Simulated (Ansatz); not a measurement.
Relaxation of the cluster Ag₂H₃⁻ with RKS r2SCAN-D4/def2-TZVPD.

```sh
$ ansatz run in.yaml --threads 4 --pin off --events-out ev --progress --plain --max-ram 3916MiB
```

```yaml
crystal:
  periodic: [false, false, false]
  atoms:
    - {symbol: Ag, position_ang: [1.365720, 0.381650, 0.127060]}
    - {symbol: Ag, position_ang: [-1.179930, -0.329160, -0.121240]}
    - {symbol: H, position_ang: [1.681590, -1.152450, 0.127480]}
    - {symbol: H, position_ang: [-2.722630, -0.762740, -0.240730]}
    - {symbol: H, position_ang: [0.855260, 1.862710, 0.107430]}
basis:
  gaussian: {orbitals: def2-TZVPD}
total_charge: -1
hamiltonian: {xc: r2scan, dispersion: d4}
scf: {omitted_lower_state_checks: [starts]}
output: {orbitals: {seedname: orbitals}}
relax: {f_tol: 0.02, max_steps: 100}
```

Run time 23 s (4 threads of Arm Neoverse V1 on a shared host).

Positions (Å) and forces (eV/Å) at steps 1, 2, 4, 5, 6, 7, 8, 9, 10, 11, 12 of 12:

```xyz
5
step=1 energy=-8052.1380 eV
Ag    1.366    0.382    0.127    0.029    0.016    0.000
Ag   -1.180   -0.329   -0.121    0.387    0.102    0.050
H     1.682   -1.152    0.127    0.336   -1.456    0.002
H    -2.723   -0.763   -0.241   -0.304   -0.083   -0.035
H     0.855    1.863    0.107   -0.448    1.420   -0.017
5
step=2 energy=-8052.2790 eV
Ag    1.351    0.379    0.125    0.122    0.040    0.008
Ag   -1.165   -0.329   -0.111    0.011   -0.005    0.007
H     1.705   -1.236    0.127    0.006   -0.172   -0.002
H    -2.729   -0.764   -0.246   -0.065   -0.016   -0.010
H     0.837    1.949    0.106   -0.074    0.154   -0.004
5
step=4 energy=-8052.2922 eV
Ag    1.362    0.410    0.125   -0.056    0.028   -0.004
Ag   -1.141   -0.396   -0.106    0.034   -0.081    0.002
H     1.610   -1.242    0.118   -0.058    0.033   -0.005
H    -2.723   -0.785   -0.249    0.008    0.008    0.001
H     0.892    2.012    0.112    0.071    0.012    0.006
5
step=5 energy=-8052.3713 eV
Ag    1.346    0.467    0.124   -0.125    0.131   -0.008
Ag   -1.093   -0.537   -0.103    0.104   -0.250    0.003
H     1.412   -1.219    0.101   -0.226    0.153   -0.017
H    -2.701   -0.830   -0.249    0.057    0.030    0.007
H     1.036    2.118    0.126    0.190   -0.064    0.015
5
step=6 energy=-8052.5424 eV
Ag    1.321    0.523    0.123   -0.178    0.307   -0.009
Ag   -1.031   -0.704   -0.101    0.159   -0.351    0.007
H     1.221   -1.184    0.085   -0.445    0.200   -0.035
H    -2.672   -0.839   -0.246    0.188    0.015    0.017
H     1.160    2.204    0.138    0.276   -0.171    0.021
5
step=7 energy=-8052.7639 eV
Ag    1.288    0.576    0.122   -0.199    0.423   -0.011
Ag   -0.959   -0.856   -0.099    0.040   -0.257    0.002
H     1.031   -1.139    0.070   -0.472    0.048   -0.041
H    -2.623   -0.834   -0.241    0.313   -0.071    0.024
H     1.263    2.253    0.148    0.318   -0.143    0.025
5
step=8 energy=-8052.9195 eV
Ag    1.222    0.650    0.116   -0.112    0.302   -0.002
Ag   -0.916   -0.968   -0.094   -0.358   -0.034   -0.037
H     0.840   -1.100    0.052    0.160    0.033    0.016
H    -2.569   -0.884   -0.238    0.076   -0.143    0.007
H     1.423    2.302    0.164    0.235   -0.158    0.016
5
step=9 energy=-8052.9938 eV
Ag    1.180    0.717    0.115    0.006    0.103    0.001
Ag   -0.973   -0.966   -0.102   -0.117   -0.030   -0.008
H     0.789   -1.013    0.050    0.017    0.038    0.002
H    -2.618   -1.046   -0.244    0.004   -0.072   -0.002
H     1.622    2.309    0.181    0.090   -0.039    0.008
5
step=10 energy=-8053.0158 eV
Ag    1.187    0.777    0.116   -0.007    0.113    0.003
Ag   -1.035   -0.972   -0.107   -0.100    0.034   -0.006
H     0.707   -0.903    0.045    0.048   -0.062    0.002
H    -2.669   -1.215   -0.251    0.062   -0.014    0.004
H     1.810    2.313    0.198   -0.003   -0.071   -0.002
5
step=11 energy=-8053.0169 eV
Ag    1.175    0.788    0.115   -0.001   -0.053    0.000
Ag   -1.042   -0.958   -0.107    0.047   -0.012    0.004
H     0.709   -0.906    0.045   -0.016    0.021   -0.001
H    -2.662   -1.227   -0.251   -0.042   -0.001   -0.004
H     1.820    2.303    0.198    0.012    0.044    0.001
5
step=12 energy=-8053.0172 eV
Ag    1.179    0.787    0.116    0.000    0.000    0.000
Ag   -1.042   -0.962   -0.107    0.000    0.000    0.000
H     0.707   -0.903    0.044    0.000    0.000    0.000
H    -2.666   -1.228   -0.252   -0.001   -0.001    0.000
H     1.823    2.307    0.198    0.001    0.001    0.000
```

In the def2 sets Ag takes a core potential; there is no spin–orbit coupling. The structure comes from a short search, and lower isomers may exist.
